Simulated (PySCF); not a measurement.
The vertical singlet excitations below were computed for one of the candidates. Method used: TDDFT PBE0/def2-SVPD, vertical, gas phase, core orbitals frozen in the response in PySCF. Geometries: GFN2-xTB, one conformer each.

```json
{"state": "S1", "λ (nm)": "488.3", "f": "0.0001"}
{"state": "S2", "λ (nm)": "260.7", "f": "0.0070"}
{"state": "S3", "λ (nm)": "232.6", "f": "0.025"}
{"state": "S4", "λ (nm)": "218.2", "f": "0.217"}
{"state": "S5", "λ (nm)": "208.0", "f": "0.053"}
{"state": "S6", "λ (nm)": "199.5", "f": "0.0073"}
```

Orbital energies (eV): HOMO-3 -9.74, HOMO-2 -8.23, HOMO-1 -7.81, HOMO -6.36, LUMO -2.06, LUMO+1 -0.04, LUMO+2 0.61.

Problem. Which structure fits?
A. `C=C(F)CC(=C)SC`
B. `C=C[C@H](F)CC(C)=S`
C. `CO[C@]1(F)C(=C)C(C1)=C`
D. `C(S)COC(F)(F)F`

Solution. B. Its S1, at 2.54 eV, is the lowest among the candidates; the nearest of the others has S1 at 5.20 eV. S1 is HOMO→LUMO (100%). S1 has the pattern of n→π* at C=S. At the same level the other candidates give, for their lowest levels:
- `C=C1C[C@](F)(OC)C1=C`: 238 nm (f 0.291); 223 nm (f 0.017); 200 nm (f 0.006); 189 nm (f 0.002); 185 nm (f 0.010); T1 2.87 eV; HOMO -6.99, LUMO -1.49 eV
- `FC(F)(F)OCCS`: 216 nm (f 0.004); 194 nm (f 0.041); 178 nm (f 0.021); 168 nm (f 0.028); 165 nm (f 0.001); T1 5.24 eV; HOMO -7.24, LUMO 0.12 eV
- `C=C(F)CC(=C)SC`: 239 nm (f 0.081); 230 nm (f 0.000); 208 nm (f 0.004); 201 nm (f 0.063); 196 nm (f 0.102); T1 3.84 eV; HOMO -6.33, LUMO -0.29 eV

Shape of the structure used: `[CH2:1]=[CH:2][C@H:3]([F:4])[CH2:5][C:6]([CH3:7])=[S:8]`: C1–C2–C3–F4 5°, C2–C3–C5–C6 53°, C3–C5–C6–C7 84°.
Triplets come from the Tamm–Dancoff approximation.
